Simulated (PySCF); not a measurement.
C₅H₂F₃O (doublet state).
Geometry (GFN2-xTB, Å), atoms numbered from 1 in this order:
```
atom  x, y, z in Å
O1     2.134    1.317   -1.734
C2     1.636    0.691   -0.863
C3     1.606    0.110    0.439
C4     0.525   -0.087   -0.347
C5    -0.845   -0.644   -0.400
F6    -1.420   -0.435   -1.623
C7    -1.671   -0.012    0.687
F8    -1.416   -0.475    1.918
F9    -1.746    1.320    0.724
H10    2.030   -0.050    1.404
H11   -0.826   -1.732   -0.229
```

The hyperfine couplings belong to this conformer and change with its torsions.

Identity: `O=c1cc1[C@H](F)[C](F)F` [radical].

Level of theory: PySCF 2.14.0, UKS B3LYP, pcH-1 on C F H O, non-relativistic, mean-field spin-orbit, GIAO. The structure is a single GFN2-xTB conformer in the gas phase; no vibrational or solvent corrections. Couplings are sensitive to structure, and on GFN2-xTB geometries they can be far from those on DFT ones. The SCF solution wasn't tested for stability.

Problem. Break the g tensor into its mass correction, gauge correction and orbital-Zeeman/spin–orbit terms.

Solution. 
```csv
Δg (ppm),1,2,3
relativistic mass correction,-251,-251,-251
gauge correction,13,2,-20
orbital Zeeman/spin–orbit,-223,2452,2630
total,-460,2203,2358
```

So g = 2.00186, 2.00452, 2.00468 and g_iso = 2.00369; the tensor is close to axial: the two nearest values differ by 6 % of g3 − g1. Axes: g2 points within 13° of the C7–F9 bond.

Problem. How much does each term add to the isotropic shift?

Solution. The orbital-Zeeman/spin–orbit term 1620, the mass correction -251 and the gauge correction -2 ppm, for a total of 1367 ppm. The orbital-Zeeman/spin–orbit term is the largest in size. The mass correction is the same along every axis, so the anisotropy comes from the other two: their spans along these axes are 33 (gauge) and 2852 ppm (orbital Zeeman/spin–orbit).

Problem. What are the electron Larmor frequencies g μB B/h along the three axes at 340 mT?

Solution. 9.5263, 9.5390, 9.5397 GHz for g1, g2 and g3, a range of 13.4 MHz.

Problem. At 34.135 GHz, how far is the centre of the isotropic spectrum from where a free electron (g = 2.002319) resonates?

Solution. B = hν/(g μB) with μB/h = 13.99624 MHz/mT gives 1218.02 mT for the free electron and 1217.19 mT at g_iso, 0.83 mT lower.

Problem. In a frozen sample, at which fields do the three g values resonate at 9.5, 34, 94 and 263 GHz (hyperfine left aside), and which band first spreads them over more than twice a line width of 0.3 mT?

Solution. 
| band | GHz | B(g3) mT | B(g2) mT | B(g1) mT | spread mT |
| --- | --- | --- | --- | --- | --- |
| X | 9.5 | 338.58 | 338.61 | 339.06 | 0.48 |
| Q | 34.0 | 1211.78 | 1211.87 | 1213.48 | 1.71 |
| W | 94.0 | 3350.21 | 3350.47 | 3354.93 | 4.72 |
| J | 263.0 | 9373.45 | 9374.18 | 9386.65 | 13.20 |

The spread grows in proportion to the frequency. Q band is the first where it exceeds 0.6 mT.

The largest Mulliken spin populations are on C7 (+0.83) and F9 (+0.06). No atom but C7 exceeds +0.15. The angles at C7 add up to 341.8°, so it is pyramidal.

The HOMO–LUMO gaps are 4.95 eV among the α and 4.19 eV among the β orbitals.
